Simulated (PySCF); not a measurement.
# Telling isomers of C5H9BO3 apart by NMR

Calculated, not measured (PySCF 2.14.0 with density-fitted response routines): NMR shieldings at PBE0/pcSseg-1/GIAO, structure optimised with PBE0-D3(BJ)/def2-SVP. Equivalent nuclei averaged, non-relativistic, in vacuum, one computed conformer.

Referencing at the same level of theory: TMS for ¹H (σ = 31.27 ppm), ¹³C (σ = 184.41 ppm). Where no couplings were computed, multiplicities follow the n + 1 count of equivalent neighbours, and m marks all less simple cases (inequivalent or close neighbours, rings, F or P nearby). Couplings to H on boron are left out. Carbons bonded to boron are broad in practice. Shifts are as computed. Against solution values, carbons near 30 ppm lie about +2 ppm off and those near 130 ppm about +5 ppm. Of 1309 compounds with measured shifts, 239 miss one by over three times the rms of a fit or turn the order of signals round; such compounds aren't used in these exercises.

(1) Tabulate the signals of `COCC1=[O+][BH2-]OC=C1`, `CC(=O)[C@@H]1CCOBO1` and their relative energies.

(2) What is the quickest way to tell COCC1=[O+][BH2-]OC=C1 from CC(=O)[C@@H]1CCOBO1?

Results:

(1) 
```tsv
SMILES	carbon types	δC	δH	E rel. (kcal/mol)
COCC1=[O+][BH2-]OC=C1	1×C 2×CH 1×CH2 1×CH3	198.3, 186.4, 103.4, 74.4, 58.9	7.76 (d, 1H), 6.11 (d, 1H), 3.78 (s, 2H), 3.73 (br, 2H), 3.40 (s, 3H)	51.1
CC(=O)[C@@H]1CCOBO1	1×C 1×CH 2×CH2 1×CH3	216.1, 78.2, 59.8, 29.2, 28.2	4.20 (br, 1H), 4.02 (m, 1H), 3.75 (m, 1H), 3.64 (m, 1H), 2.52 (m, 1H), 2.40 (s, 3H), 1.69 (m, 1H)	0.0
```

Energies are electronic energies at PBE0/pcSseg-1 on these geometries, without zero-point or thermal terms, each for the one conformer computed, which needn't be the lowest.

(2) Both give the same number of carbon signals, but DEPT or the intensities differ. The first has an alkene carbon bearing oxygen (CH) at 186.4 ppm, the second an sp3 CH2 in a ring at 28.2 ppm. Their most deshielded carbons lie at 198.3 and 216.1 ppm. In the proton spectra the most deshielded non-exchanging signals are 7.76 (d, 1H) and 4.20 (br, 1H).
